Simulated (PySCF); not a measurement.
AlH₆O₂Si₂, SMILES [SiH3][O][Al][O][SiH3], multiplicity 2.

Coordinates come from a B3LYP-D3(BJ)/def2-SVP optimisation. The multiplicity is an assumed one; other spin states were not compared. The isomer is the one that the SMILES or the coordinates give; other isomers of the formula were not compared. One conformer was computed; it need not be the lowest.

Computed with B3LYP/def2-TZVP run with PySCF.

The total energy is -975.79032 hartree, the α spin, highest occupied and lowest empty level is -6.04 and -1.16 eV and the β spin, highest occupied and lowest empty level is -8.43 and -3.12 eV. The dipole moment is 0.89 D and the quadrupole, principal values (traceless, Buckingham form, about the centre of nuclear charge) comes out as -3.74, 0.72, 3.03 D·Å. The mean static polarisability comes out as 90.1 bohr³ (13.35 Å³). The polarisability, principal values comes out as 81.9, 82.4, 105.9 bohr³. The ⟨S²⟩ is 0.751 (pure state 0.75).
